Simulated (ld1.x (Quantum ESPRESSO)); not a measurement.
Which change was made? (Ho, PAW)

```json
{
 "Element": "holmium",
 "Generator": "ld1.x (Quantum ESPRESSO) 7.5",
 "Type": "PAW",
 "Functional": "LDA (PZ)",
 "Relativity": "scalar-relativistic",
 "Frozen core": "[Kr] 4d10",
 "Valence charge": "21",
 "Reference configuration": "4f11 5s2 5p6 5d0 6s0.5 6p0 (charge +1.5)",
 "Partial waves": "5s (bound): rcut 1.80, rcutus 1.90 bohr; 6s (bound): rcut 1.80, rcutus 1.90 bohr; 5p (bound): rcut 2.05, rcutus 2.20 bohr; 6p (bound, empty): rcut 2.05, rcutus 2.20 bohr; 5d (bound, empty): rcut 2.00, rcutus 2.40 bohr; 5d channel at 0.05 Ry: rcut 2.00, rcutus 2.40 bohr; 4f (bound): rcut 0.90, rcutus 1.20 bohr; 4f channel at -0.45 Ry: rcut 0.90, rcutus 1.20 bohr",
 "Local potential": "all-electron potential smoothed inside 1.10 bohr (lloc = -2)",
 "Core correction": "Bessel-smoothed model core inside 1.15 bohr",
 "Augmentation charge": "PSQ, inside the norm-conserving radii"
}
```

Cutoffs, loose and tight: the cutoffs (Ry, on a coarse ladder) from which the occupation-weighted sum of valence levels, in a spherical-Bessel basis at the reference potential, stays within 10 and 1 mRy of its value at 400 Ry. They do not see the model core or the augmentation charge, which bear on the density cutoff. Test errors are all-electron minus pseudo excitation energies from the reference, over the configurations 4f11 5s2 5p6 5d0 6s2 6p0; 4f11 5s2 5p6 5d0 6s1 6p0; 4f11 5s2 5p6 5d0 6s0 6p0; 4f11 5s2 5p6 5d0 6s0 6p2; 4f12 5s2 5p6 5d0 6s0 6p0; 4f11 5s2 5p6 5d0.5 6s1.5 6p0; 4f11 5s2 5p6 5d0 6s1 6p1 (two spin-polarised tests are not counted in the largest error); variants that change the core or the reference have their own tests.

The base gives: outcome: generated, overlap not positive; bound ghosts: not determined (overlap not positive); largest test error (meV): +11.

Question: After one change the result is: outcome: generated, overlap not positive; bound ghosts: not determined (overlap not positive); largest test error (meV): +61. Which change was it?
A. waves 5p (bound): rcut 2.05, rcutus 2.76 bohr; 6p (bound): rcut 2.05, rcutus 2.76 bohr
B. waves 4f (bound): rcut 0.70, rcutus 0.74 bohr; 4f channel at -0.45 Ry: rcut 0.70, rcutus 0.74 bohr
C. waves 5d (bound): rcut 2.00, rcutus 3.66 bohr; 5d channel at 0.05 Ry: rcut 2.00, rcutus 3.66 bohr

Answer: B. The others give: waves 5p (bound): rcut 2.05, rcutus 2.76 bohr; 6p (bound): rcut 2.05, rcutus 2.76 bohr → outcome: generated, overlap not positive; bound ghosts: not determined (overlap not positive); largest test error (meV): -1183 | waves 5d (bound): rcut 2.00, rcutus 3.66 bohr; 5d channel at 0.05 Ry: rcut 2.00, rcutus 3.66 bohr → outcome: generated, overlap not positive; bound ghosts: not determined (overlap not positive); largest test error (meV): -82. A file whose overlap is not positive is unfit for use, and its test errors describe a broken file.
